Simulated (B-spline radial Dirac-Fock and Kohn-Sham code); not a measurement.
# Photoionisation of terbium ions at Al Kα (taken as 1486.9 eV)

Calculated with an atomic code on a B-spline grid, using Dirac-Hartree-Slater photoionisation with all multipoles and Dirac-Fock thresholds. Cross sections in kb; a dash marks an empty subshell or a threshold above the photon energy.

| ion | configuration | total | 3d5/2 | 4d3/2 | 4f5/2 | 5s | 6s |
| --- | --- | --- | --- | --- | --- | --- | --- |
| Tb | [Xe] 4f9 6s2 | 1436 | 676 | 61.2 | 11.7 | 3.85 | 0.360 |
| Tb³⁺ | [Xe] 4f8 | 1437 | 675 | 61.7 | 11.2 | 4.11 | – |
| Tb⁴⁺ | [Xe] 4f7 | 1440 | 676 | 62.4 | 10.5 | 4.41 | – |
